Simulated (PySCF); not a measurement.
Delta-SCF ions had no search for a lower state. 

Species: H6Al2S2, SMILES `[SH+]1[AlH2-][SH+][AlH2-]1` (charge 0, multiplicity 1).

Question: Estimate the HOMO–LUMO gap, HOMO and vertical ionisation energy (Delta-SCF) that PySCF with TPSSh-D3(BJ)/def2-TZVP // CAM-B3LYP-D3(BJ)/def2-SVP returns for this input.

Answer: 
```yaml
HOMO–LUMO gap: 6.85 eV
HOMO: -7.69 eV
vertical ionisation energy (Delta-SCF): 9.82 eV
```
